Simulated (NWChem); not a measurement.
System: SiHSCl₃; SMILES Cl[Si](Cl)(S)Cl

Here is an NWChem input.

```
start job
memory heap 200 mb stack 900 mb global 1100 mb
geometry units angstroms noautosym nocenter noautoz
  S      0.982701     1.876192    -0.051357
  Si     0.003777     0.002429     0.000433
  Cl     0.543426    -1.108245     1.633991
  Cl    -1.994729     0.409375     0.080820
  Cl     0.405144    -1.129009    -1.658492
  H      2.218037     1.325977    -0.090084
end
basis spherical
  * library sto-3g
end
dft
  xc b3lyp
  iterations 150
end
property
  response 1 0.0773
end
task dft property
```

STO-3G and 3-21G are far too small for this property and stand as cheap habits. Geometry: optimised at PBE0/def2-SVP.

Field at 589 nm.

Question: Predict the main results of this run. (B3LYP/STO-3G.) Quantities: isotropic polarisability (bohr³); anisotropy (bohr³).

Answer: The isotropic polarisability (bohr³) comes out as 32.7 and the anisotropy (bohr³) is 6.4.
